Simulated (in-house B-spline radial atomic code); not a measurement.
Values are calculated unless marked as measured or tabulated.
# Extrapolating the RPA correlation energy in partial waves: F5+

All-electron RPA on Hartree-Fock orbitals from an all-electron radial atomic-structure program (B-spline basis), non-relativistic, point nucleus, configuration [He] 2s2. With empty states up to angular momentum L the sums are:

```
L  E_c(L) (hartree)
2         -0.196742
3         -0.202258
4         -0.204357
5         -0.205317
6         -0.205813
7         -0.206093
```

For large l each further wave adds A/(l + 1/2)⁴, because the basis must build the cusp where two electrons meet.

**Question.** Estimate the limit from L = 6 and L = 7.

**Answer.** Wave 7 adds -0.000280, against a sum of (l + 1/2)⁻⁴ of 3.16049e-04, so A = -0.88594. The sum over l > 7 is ζ(4, 8.5) = 6.4602e-04, close to 1/(3 × 8³) = 6.5104e-04. The tail is -0.000572 and the limit -0.20667 hartree.

**Question.** How good is the estimate?

**Answer.** A run to L = 11 sums to -0.20648 and extrapolates to -0.20663 hartree, 0.00 millihartree from the run before. The estimate differs from that by -0.04 millihartree, while the bare sum at L = 7 misses 0.5 millihartree (0.3 %).
